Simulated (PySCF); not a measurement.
**Vibration and rotation of LaSi**

PBE constants of LaSi, quartet, about 0.0 electrons in the 4f shell (Mulliken) (basis La x2c-TZVPall, Si x2c-TZVPall; spin-free X2C with a Gaussian nucleus; PySCF 2.14; masses 138.9063 and 27.9769 u):

* ωe: 334.8 cm⁻¹
* ωexe: 0.911 cm⁻¹
* Be: 0.10712 cm⁻¹
* αe: 0.000392 cm⁻¹
* D (centrifugal): 4.39e-08 cm⁻¹
* De to La (5d1 6s2) + Si: 2.97 eV

(1) Give the vibrational terms G(v) and spacings up to v = 6.

(2) How well does the Morse estimate ωe²/(4ωexe) reproduce De, and what is D0?

Spin–orbit coupling is left out, which matters for elements this heavy, above all for dissociation energies. The state is the lowest single determinant that the PBE0 search found; with open d or f shells the true ground state can be another one.

Results:

(1) G(v) = ωe(v+½) − ωexe(v+½)².

```csv
v,G(v) (cm⁻¹),G(v) − G(v−1),Bv (cm⁻¹)
0,167.2,,0.1069
1,500.2,333.0,0.1065
2,831.3,331.2,0.1061
3,1160.6,329.3,0.1057
4,1488.2,327.5,0.1054
5,1813.8,325.7,0.1050
6,2137.7,323.9,0.1046
```

(2) It gives 3.81 eV, 128 % of the computed De. D0 = De − G(0) = 2.97 − 0.02 = 2.95 eV.
